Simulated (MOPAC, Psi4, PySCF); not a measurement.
Internal rotation in C9H6OS2, SMILES O=C(c1cccs1)c1cscc1. Scanned: dihedral O1–C2–C3–C4; all other coordinates were relaxed at GFN2-xTB. Points at φ and −φ are mirror images. Heavy atoms are numbered in the order of the SMILES O=C(c1ccsc1)c1cccs1, hydrogens after them in the order of the atoms that carry them; the mirror image has the same energies with the sign of each dihedral reversed.

PBE0/def2-SVP // GFN2-xTB (Psi4); RKS-B3LYP/6-31G* = restricted B3LYP/6-31G*, spherical d, density fitting // GFN2-xTB (PySCF); AM1, restricted, heats of formation // GFN2-xTB (MOPAC); PBE-D3(BJ)/def2-SVP // GFN2-xTB (Psi4).

Energies relative to the lowest point of each profile, in kcal/mol:

```json
[
 {"φ / °": "-150", "PBE0/def2-SVP": "0.7", "RKS-B3LYP/6-31G*": "0.7", "AM1": "0.2"},
 {"φ / °": "-120", "PBE0/def2-SVP": "2.7", "RKS-B3LYP/6-31G*": "2.8", "AM1": "0.7"},
 {"φ / °": "-90", "PBE0/def2-SVP": "4.6", "RKS-B3LYP/6-31G*": "4.7", "AM1": "1.3"},
 {"φ / °": "-60", "PBE0/def2-SVP": "2.5", "RKS-B3LYP/6-31G*": "2.7", "AM1": "0.7"},
 {"φ / °": "-30", "PBE0/def2-SVP": "0.0", "RKS-B3LYP/6-31G*": "0.0", "AM1": "0.0"},
 {"φ / °": "0", "PBE0/def2-SVP": "0.3", "RKS-B3LYP/6-31G*": "0.3", "AM1": "0.6"},
 {"φ / °": "30", "PBE0/def2-SVP": "0.0", "RKS-B3LYP/6-31G*": "0.0", "AM1": "0.0"},
 {"φ / °": "60", "PBE0/def2-SVP": "2.5", "RKS-B3LYP/6-31G*": "2.7", "AM1": "0.7"},
 {"φ / °": "90", "PBE0/def2-SVP": "4.6", "RKS-B3LYP/6-31G*": "4.7", "AM1": "1.3"},
 {"φ / °": "120", "PBE0/def2-SVP": "2.7", "RKS-B3LYP/6-31G*": "2.8", "AM1": "0.7"},
 {"φ / °": "150", "PBE0/def2-SVP": "0.7", "RKS-B3LYP/6-31G*": "0.7", "AM1": "0.2"},
 {"φ / °": "180", "PBE0/def2-SVP": "0.8", "RKS-B3LYP/6-31G*": "1.1", "AM1": "1.1"}
]
```

Problem. Predict the corresponding PBE-D3(BJ)/def2-SVP column.

Solution. -150: 0.7; -120: 2.9; -90: 4.7; -60: 2.6; -30: 0.0; 0: 0.3; 30: 0.0; 60: 2.6; 90: 4.7; 120: 2.9; 150: 0.7; 180: 0.7 (kcal/mol).
